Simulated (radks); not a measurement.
Q: The mean radii <r> (bohr) of the occupied orbitals of an atom or ion are listed with their occupations. Calculated with a radial shooting solver on a logarithmic mesh with Libxc functionals: Dirac Kohn-Sham, BLYP, spin-unpolarised, spherical densities, finite nucleus; Fermi nuclear charge, rms radius of each element as measured or else 0.836 A^(1/3) + 0.57 fm.

| orbital | occ. | <r> |
|---|---|---|
| 1s1/2 | 2 | 0.02781 |
| 2s1/2 | 2 | 0.1194 |
| 2p1/2 | 2 | 0.1008 |
| 2p3/2 | 4 | 0.1064 |
| 3s1/2 | 2 | 0.3219 |
| 3p1/2 | 2 | 0.3123 |
| 3p3/2 | 4 | 0.3237 |
| 3d3/2 | 4 | 0.2947 |
| 3d5/2 | 6 | 0.2983 |
| 4s1/2 | 2 | 0.7640 |
| 4p1/2 | 2 | 0.8005 |
| 4p3/2 | 4 | 0.8290 |
| 4d3/2 | 4 | 0.9570 |
| 4d5/2 | 6 | 0.9686 |
| 5s1/2 | 1 | 1.914 |
| 5p1/2 | 2 | 2.175 |

Name the element and its charge.

A: Z = 52, tellurium, charge +3: Te3+ in [Kr] 4d10 5s1 5p(1/2: 2, 3/2: 0). The 1s radius gives Z: for a bare nucleus <r> = (2 gamma + 1)/(2Z) with gamma = sqrt(1 - (Z/c)^2), 0.02741 bohr for Z = 52, and screening makes it slightly larger (0.02781 here). The occupations add up to 49, and the charge is Z minus that.
